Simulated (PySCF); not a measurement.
Species: 4-phenyl-1-butene, C10H12.
Numbering: `[CH2:1]=[CH:2][CH2:3][CH2:4][c:5]1[cH:6][cH:7][cH:8][cH:9][cH:10]1` (hydrogens: H11, H12 on C1; H13 on C2; H14, H15 on C3; H16, H17 on C4; H18 on C6; H19 on C7; H20 on C8; H21 on C9; H22 on C10)

A GFN2-xTB structure was refined with PBE0-D3(BJ)/def2-SVP geometry optimisation, gas phase (PySCF 2.14.0). Its GFN2-xTB values:

| coordinate | GFN2-xTB |
| --- | --- |
| C1=C2 | 1.320 Å |
| C1–H11 | 1.077 Å |
| C1–H12 | 1.078 Å |
| C2–C3 | 1.494 Å |
| C2–H13 | 1.083 Å |
| C3–C4 | 1.539 Å |
| C3–H14 | 1.094 Å |
| C4–C5 | 1.501 Å |
| C4–H16 | 1.092 Å |
| C5–C6 | 1.389 Å |
| C6–C7 | 1.383 Å |
| C6–H18 | 1.081 Å |
| C7–C8 | 1.384 Å |
| C7–H19 | 1.081 Å |
| C8–H20 | 1.080 Å |
| C1–C2–C3 | 124.6° |
| C2–C3–C4 | 110.8° |
| C3–C4–C5 | 110.8° |
| C4–C5–C6 | 120.7° |
| C5–C6–C7 | 120.7° |
| C6–C5–C10 | 118.7° |
| C6–C7–C8 | 120.1° |
| C7–C8–C9 | 119.7° |

Problem. How do these coordinates change at the PBE0-D3(BJ)/def2-SVP level?

Solution. 
```csv
coordinate,PBE0-D3(BJ)/def2-SVP (Å or °),change
C1–H12,1.095,+0.017
C1–H11,1.093,+0.016
C2–H13,1.098,+0.015
C1=C2,1.334,+0.014
C6–H18,1.094,+0.013
C8–H20,1.093,+0.013
C7–H19,1.093,+0.012
C3–H14,1.105,+0.011
C5–C6,1.400,+0.011
C4–H16,1.103,+0.011
C6–C7,1.394,+0.011
C7–C8,1.394,+0.010
C4–C5,1.504,+0.003
C3–C4,1.536,-0.003
C2–C3,1.495,+0.001
C2–C3–C4,112.7,+1.9
C3–C4–C5,112.5,+1.7
C1–C2–C3,125.4,+0.8
C6–C5–C10,118.3,-0.4
C4–C5–C6,120.9,+0.2
C5–C6–C7,121.0,+0.3
C7–C8–C9,119.5,-0.2
C6–C7–C8,120.1,0.0
```

The energy falls by 1.7 kcal/mol over 5 energy and gradient evaluations, the largest force component goes from 0.0140 to 1.6e-04 Eh/bohr, and the atoms move by 0.035 Å rms after alignment. Among the bonds, C1–H11 and C1–H12 change most and about equally (+0.016 to +0.017 Å). Bonds longer at the end by more than 0.005 Å: 19 of 22; shorter: 0. Rotational constants go from 4046, 610.4, 559.0 to 3992, 598.3, 548.6 MHz.

The run used 200 basis functions and 33 SCF cycles in all. Cost: about 2.1 min of CPU time on one thread; the machine was shared, so the figure is rough.

PBE0-D3(BJ)/def2-SVP frequencies: not computed here. The numbers are those of one conformer.

The values belong to the conformer `[CH2:1]=[CH:2][CH2:3][CH2:4][c:5]1[cH:6][cH:7][cH:8][cH:9][cH:10]1`: C1–C2–C3–C4 118°, C2–C3–C4–C5 179°, C3–C4–C5–C6 -89°.
